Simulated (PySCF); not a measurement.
# How methods differ on the excitation energy of Sc

Sc [Ar] 3d1 4s2 (2D) → Sc [Ar] 4s2 5s1 (2S), as a difference of total energies. Computed with PySCF 2.14 in aug-cc-pVDZ-DK (7s6p4d2f, 59 functions), with the spin-free X2C one-electron Hamiltonian (Gaussian nucleus). Correlated levels: valence: [Ar] frozen. The calculations carry no spin-orbit coupling.

| method | excitation energy (eV) |
| --- | --- |
| UHF | 5.352 |
| LDA | 6.457 |
| PBE | 6.487 |
| PBE0 | 6.337 |
| wB97X | 6.350 |
| TPSS | 6.641 |
| B3LYP | 6.384 |
| B2PLYP | 5.997 |
| MP2 (valence) | 5.340 |
| SCS-MP2 (valence) | 5.325 |

A first-order spin-orbit estimate (lowest level to lowest level, LS coupling) adds 0.014 eV.

The promoted electron is Rydberg-like, and one or two diffuse shells describe it only roughly, which tends to raise the upper state.
